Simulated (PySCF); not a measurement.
# Structure from NMR data

Molecular formula: C3H9ClSi2. Simulated spectra:

1H NMR (500 MHz, computed): δ 5.66 (q, 1H), 4.15 (d, 3H), 4.04 (t, 3H), 2.11 (q, 2H).

13C{1H} NMR (computed): δ 163.0 (C), 115.2 (CH), 26.8 (CH2).

One conformer, one averaged value for each set of equivalent atoms, no solvent, non-relativistic Hamiltonian. GFN2-xTB structure; GIAO PBE0/pcSseg-1 shieldings; PySCF.

References, each an isolated molecule treated in the same way: 1H (31.72 ppm) and 13C (186.93 ppm) vs TMS.

Q: Deduce the structure.

A: 
- The formula gives 1 degree of unsaturation (no ring in the answer).
- 3 carbon signals for 3 carbons: no two carbons are equivalent.
- Carbon types of the structure: 1 × C, 1 × CH, 1 × CH2, leaving 6 H on heteroatoms.
- δC 163.0: fully substituted alkene carbon; the olefinic region.
- δC 115.2: alkene CH; an sp2 carbon of a C=C bond.
- δC 26.8: allylic sp3 CH2 bonded to Si.
- δH 5.66: hydrogen on an alkene CH; attached to an sp2 carbon and in the plane of the double bond.
- δH 4.15, 4.04: hydrogen on a silicon bonded to C.
- δH 2.11: hydrogen on an allylic sp3 CH2 bonded to Si; allylic position.

These data were computed for `InChI=1S/C3H9ClSi2/c4-3(1-5)2-6/h1H,2H2,5-6H3/b3-1+`.

The shifts were computed for this structure.

Carbons that carry Cl, above all several Cl atoms, come out too deshielded, partly because spin–orbit coupling is missing. Shifts are as computed. Against solution values, carbons near 30 ppm lie about +3 ppm off and those near 130 ppm about +5 ppm; carbons on Cl a further +6 ppm. Of 1211 compounds with measured shifts, 218 miss one by over three times the rms of a fit or turn the order of signals round; such compounds aren't used in these exercises. No couplings were computed; multiplicities are counted from neighbouring protons, with m where these are inequivalent, close in shift, in a saturated or five-membered ring or joined by F or P, and br s for small geminal =CH2 splittings.
